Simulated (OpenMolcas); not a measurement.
Br²⁺: effect of the basis set

```
Program             : OpenMolcas
Method              : CASSCF
Active space        : 5 electrons in 8 orbitals (4s 4p 5s 5p)
State averaging     : 2S+1 = 4 odd, 1 root; 2S+1 = 2 odd, 8 roots; 2S+1 = 4 even, 3 roots; 2S+1 = 2 even, 9 roots
Spin-orbit coupling : state interaction with AMFI integrals over the reference wave functions, term energies averaged over their components
```

A. ANO-R2 [6s5p4d2f1g], X2C, finite nucleus; cost roughly 13 core-seconds
B. ANO-RCC-VQZP [7s6p4d2f1g], DKH2, point nucleus; cost roughly 27 core-seconds
C. ANO-RCC [9s8p6d4f2g], DKH2, point nucleus; cost about 30 core-seconds

Energies in cm-1 above 4s2 4p3 4S* 3/2, the measured ground level; measured values from Moore, Atomic Energy Levels, vol. II, NSRDS-NBS 35 (1971 reprint of NBS Circular 467, 1952).

```
          Level       A       B       C  Measured
4s2 4p3 4S* 3/2     0.0     0.0     0.0       0.0
4s2 4p3 2D* 3/2   19314   19254   19231          
4s2 4p3 2D* 5/2   20442   20380   20374          
4s2 4p3 2P* 1/2   28658   28518   28507     26915
4s2 4p3 2P* 3/2   29995   29856   29866     28579
  4s 4p4 4P 5/2  106527  106319  106297          
  4s 4p4 4P 3/2  108791  108592  108594          
  4s 4p4 4P 1/2  109938  109745  109757
```

Deviations, from unrounded energies. A percentage is the sum of absolute deviations over the sum of measured energies, with the sign that they share, or ± where signs differ.

```
                        Against measurement  Levels     A     B     C
             mean absolute deviation (cm-1)       2  1600  1400  1400
other terms of the ground configuration (%)       2  +5.7  +5.2  +5.2
```

B, C lie about equally close to measurement and A furthest from it. The largest miss of C in the table is 4s2 4p3 2P* 1/2, by +1600 cm-1. The ranking rests on the paired levels alone, and a cruder setting can come out closer through cancelling errors.

Among A to C the level of the table that moves most is 4s 4p4 4P 5/2, by 230 cm-1 (lowest in C, highest in A).

Active for correlation alone: 5p 5s; no level in the range computed is led by a configuration that fills them, so any true level of that kind is missing. Terms of s pⁿ other than that of highest spin mix with s² pⁿ⁻² d, which this space lacks; all of them can be thousands of cm-1 off, and some have no real level of that name. Measured partners are found by configuration, term and J. A level has none where our copy of the source lacks it or the pairing is in doubt (some pairs that miss far off the trend of their configuration count as doubtful), and it then counts in no deviation. Only configurations of the active space appear. Levels that lie high or do not pair safely by name in every column are left out.

* marks odd parity.
